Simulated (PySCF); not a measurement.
Worked example: chemical shift, span and skew from a shielding tensor

C2H7NSi3, SMILES C#C[SiH]1[SiH2]N[SiH2]1. Atoms are numbered in the order given.

```xyz
13

C      3.3234     0.6881     0.0000
C      2.2719     0.0730     0.0000
Si     0.6653    -0.8022     0.0000
Si    -0.9829     0.0794     1.4469
N     -1.8769     0.5396     0.0000
Si    -0.9829     0.0794    -1.4469
H      4.2528     1.2278     0.0000
H      0.8783    -2.2761     0.0000
H     -0.5727     1.2330     2.3047
H     -1.7185    -0.8839     2.3243
H     -2.7760     1.0158     0.0000
H     -1.7185    -0.8839    -2.3243
H     -0.5727     1.2330    -2.3047
```

Geometry: B3LYP-D3(BJ)/def2-SVP. The structure was generated by enumeration, and PubChem lists no compound with its InChIKey, so it may never have been made.

GIAO shieldings from HF/pcSseg-1 (PySCF), non-relativistic, no solvent. The symmetric part of the tensor of Si3 has the principal values 440.7, 453.3, 479.7 ppm. The same nucleus in TMS has σ = 393.8 ppm at this level (PySCF, at its B3LYP-D3(BJ)/def2-TZVP geometry).

**Question.** Work out the isotropic shielding, the ²⁹Si shift against TMS, the span and the skew.

**Answer.** 
σ(iso) = (σ11 + σ22 + σ33)/3 = 457.9 ppm. δ = σ(ref) − σ(iso) = 393.8 − (457.9) = -64.1 ppm.
Span Ω = σ33 − σ11 = 39.0 ppm. Skew κ = 3(σ(iso) − σ22)/Ω = 0.35. Tumbling in solution averages the tensor to δ; in a static solid the shielding alone would spread this spin-1/2 line over Ω.
